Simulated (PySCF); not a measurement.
Computed IR spectrum (relative IR intensity) of a molecule H9NSi3. The structure is a stationary point at PBE-D3(BJ)/def2-SVP. Other conformers were not sampled. These are PBE-D3(BJ)/def2-SVP run with PySCF values and carry that method's errors. Frequencies are harmonic and unscaled.

Lines under 2 % of the strongest are left out, and lines within 2 cm⁻¹ are merged.

ν (cm⁻¹): 365 (m), 504 (w), 679 (w), 714 (w), 796 (vs), 864 (w), 884 (w), 898 (w), 905 (w), 916 (vs), 930 (m), 947 (vw), 970 (w), 1160 (m), 2109 (m), 2130 (m), 2134 (m), 2148 (m), 2156 (m), 2161 (m), 2170 (m), 2178 (m), 3485 (w) (against the strongest line: vs over 80 %, s over 45 %, m over 15 %, w over 4 %, vw less)

Question: Which structure fits?
(A) N[SiH]([SiH3])[SiH3]
(B) [SiH3]N([SiH3])[SiH3]
(C) [SiH3]N[SiH2][SiH3]
(D) N[SiH2][SiH2][SiH3]

Answer: C, [SiH3]N[SiH2][SiH3]
